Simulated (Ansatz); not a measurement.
Species: C$_{3}$H$_{2}$ClN, charge 0, singlet. C3H2ClN (SMILES N#C/C=C\Cl).
B3LYP-D3(BJ)/def2-TZVP minimum from Ansatz (a quantum-chemistry and plane-wave program):
```xyz
7

N      1.2150     2.1728     0.1855
C      0.2546     1.5471     0.0667
C     -0.9496     0.8116    -0.0810
C     -1.0215    -0.5191    -0.1226
Cl     0.3309    -1.5647    -0.0044
H     -1.8657     1.3830    -0.1645
H     -1.9655    -1.0313    -0.2367
```

Total energies in cc-pV(D+d)Z, 26 correlated electrons, 9 frozen orbitals. UHF or UKS for unpaired electrons; spin-orbit terms are left out. Cores are frozen in correlated methods. No relativity. The restricted determinant of C3H2ClN (N#C/C=C\Cl, singlet) is unstable towards broken spin symmetry in at least one set run.

| method | program | energy (Eh) | minus CCSDT(Q) (mEh) |
|---|---|---|---|
| HF | Ansatz | -628.70060 | 737.63 |
| MP2 | Ansatz | -629.37553 | 62.71 |
| CCSD | Ansatz | -629.40645 | 31.79 |
| CCSD(T) | Ansatz | -629.43478 | 3.46 |
| CCSDT(Q) | Ansatz | -629.43824 | 0.00 |

Rough core times of Ansatz's runs on a shared machine: CCSD(T) under 20 s, CCSDT(Q) 20 min.
